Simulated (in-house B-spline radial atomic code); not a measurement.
## Two electrons outside the bare core: Ti20+

Computed with a B-spline radial code for spherical atoms: configuration interaction (CI) of the two electrons, alone and with Breit and QED terms (there is no core, so MBPT adds nothing); no-pair Dirac Hamiltonian, finite nucleus. Labels give the configuration (outer n counted up each series) and the leading LS term, or the jj pair where no LS term holds 70 %.

Command:
```bash
python run_mb.py task.json out
```
Settings (nuclear radius in fm, box in bohr, cutoff in hartree):
```
basis_form          3
Z                   22
core_configuration  
rms_radius          3.5921
mass_number         48
speed_of_light      137.036
box_radius          4.091
lmax                6
intervals           59
virtual_cutoff      968.0
```

Run time, properties included: 110 s on 1 thread of Arm Neoverse N1, with other jobs on the host.

Excitation energies (eV):

```tsv
level	purity of the LS term	CI alone	CI + MBPT + Breit + QED
1s2 1S0	1.0	0	0
1s2s 3S1	1.0	4707.1	4701.4
1s2p 3P°0	1.0	4729.8	4725.1
1s2p 3P°1	0.956	4732	4726.3
1s2s 1S0	1.0	4732.2	4727.3
1s2p 3P°2	1.0	4739.1	4733.2
1s2p 1P°1	0.956	4755.1	4749
1s3s 3S1	1.0	?	?
1s3p 3P°0	1.0	5580	5574.3
1s3s 1S0	1.0	5580.3	5574.6
1s3p 3P°1	0.95	5580.6	5574.7
1s3p 3P°2	1.0	5582.7	5576.7
1s3d (1/2,3/2)2	0.693 (3D)	5586.4	5580.3
1s3d 3D1	1.0	5586.3	5580.3
1s3p 1P°1	0.95	5587	5581
1s3d 3D3	1.0	5587.2	5581.1
1s3d (1/2,5/2)2	0.692 (1D)	?	?
1s4s 3S1	1.0	5873.5	5867.5
1s4p 3P°0	1.0	5876	5870.2
1s4s 1S0	1.0	5876.1	5870.2
1s4p 3P°1	0.947	5876.3	5870.3
1s4p 3P°2	1.0	5877.2	5871.2
1s4d 3D2	0.716	5878.7	5872.6
1s4d 3D1	1.0	5878.6	5872.6
1s4p 1P°1	0.947	5878.9	5872.9
1s4d 3D3	1.0	5879	5873
1s4f (1/2,5/2)°3	0.569 (3F)	5879.1	5873.1
1s4d 1D2	0.716	5879.1	5873.1
1s4f 3F°2	1.0	5879.1	5873.1
1s4f 3F°4	1.0	5879.3	5873.2
```

Task: Where does 1s3d (1/2,5/2)2 lie?

Result: 5587.3 eV in CI alone and 5581.3 eV with all corrections.

Task: Where does 1s3s 3S1 lie?

Result: 5573.7 eV in CI alone and 5567.8 eV with all corrections.

Task: What is the first ionisation energy?

Result: 6248.4 eV to the 1s1/2 state of the next ion (6254.4 eV from CI alone). NIST lists 6249.0226 ± 0.0007 eV (tabulated theory).

Some electric-dipole lines (reduced elements in atomic units, length form; vacuum wavelengths from the computed energies):

| upper | lower | D bare (size) | D with core polarisation (size) | λ (nm) | A (s⁻¹) |
| --- | --- | --- | --- | --- | --- |
| 1s2p 3P°0 | 1s2s 3S1 | 0.14 | 0.14 | 52.269 | 2.8e+08 |
| 1s2p 3P°1 | 1s2s 3S1 | 0.237 | 0.237 | 49.637 | 3.1e+08 |
| 1s2p 3P°2 | 1s2s 3S1 | 0.315 | 0.315 | 38.948 | 6.8e+08 |
| 1s2p 1P°1 | 1s2s 3S1 | 0.0516 | 0.0516 | 26.009 | 1e+08 |
| 1s3p 3P°0 | 1s2s 3S1 | 0.0791 | 0.0791 | 1.4203 | 4.4e+12 |
| 1s3p 3P°1 | 1s2s 3S1 | 0.133 | 0.133 | 1.4197 | 4.2e+12 |
| 1s3p 3P°2 | 1s2s 3S1 | 0.174 | 0.174 | 1.4164 | 4.3e+12 |
| 1s3d 3D1 | 1s2p 3P°0 | 0.18 | 0.18 | 1.4497 | 7.2e+12 |
| 1s3p 1P°1 | 1s2s 3S1 | 0.0295 | 0.0295 | 1.4095 | 2.1e+11 |
| 1s4s 3S1 | 1s2p 3P°0 | 0.0113 | 0.0113 | 1.0853 | 6.7e+10 |

Weak lines are less accurate than strong ones.
